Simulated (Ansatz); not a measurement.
`B[Te]C` + `O[AsH2]` → `C[Te][AsH]O` + BH₃ at 600 K and 1 bar (ligand exchange at a Te–B bond).

Gas-phase electronic energies from Ansatz, PBE0-D4/def2-TZVP geometries. CBS: MP2 limit from def2 TZ/QZ plus the TZ coupled-cluster correction, frozen cores. This one scheme is used for every species. Elements past krypton have def2 core potentials. For As, Te outer-core shells are correlated without core-valence functions, which leaves a few kJ/mol of doubt a bond. Scalar relativity is left out up to krypton. Each species was taken in one conformer, which may not be the lowest.

```tsv
species	CCSD(T)/CBS energy (Eh)	H − E (kJ/mol)	S (J/(mol·K))
`B[Te]C`	-333.57904	196.0	380.1
`O[AsH2]`	-2311.97217	108.4	309.7
`C[Te][AsH]O`	-2618.99141	214.8	457.6
BH₃	-26.55200	91.5	217.3
```

H − E and S are ideal-gas, rigid-rotor, harmonic terms from PBE0-D4/def2-TZVP, for one conformer and one mirror image of each species. 1 Eh = 2625.50 kJ/mol, R = 8.31446 J/(mol·K).

Question: By hand: ΔE, ΔH, ΔS and ΔG.

Answer: ΔE = (-2618.99141) + (-26.55200) − (-333.57904) − (-2311.97217) = 0.00780 Eh = 20.5 kJ/mol. Δ(H − E) = 214.8 + 91.5 − 196.0 − 108.4 = 1.9, so ΔH = 22.4 kJ/mol. ΔS = 457.6 + 217.3 − 380.1 − 309.7 = -14.9 J/(mol·K). ΔG = 22.4 − 600 × (-14.9)/1000 = 31.3 kJ/mol.

Question: By hand: the equilibrium constant, and the temperature at which ΔG would vanish if ΔH and ΔS stayed fixed.

Answer: log₁₀ K = −ΔG/(RT ln 10) = -2.7. ΔH and −TΔS have one sign here, so there is no such temperature.

TΔS isn't small against ΔH here. A doubt of 5 kJ/mol in ΔE shifts log₁₀ K by 0.4 here. Other conformers and mirror images would add mixing entropy, several J/(mol·K) or more a flexible species. These are equilibria of isolated gas molecules and say nothing of rates. Largest T1 diagnostic: 0.015 (customary marks: 0.02 for closed shells, 0.045 for open ones).
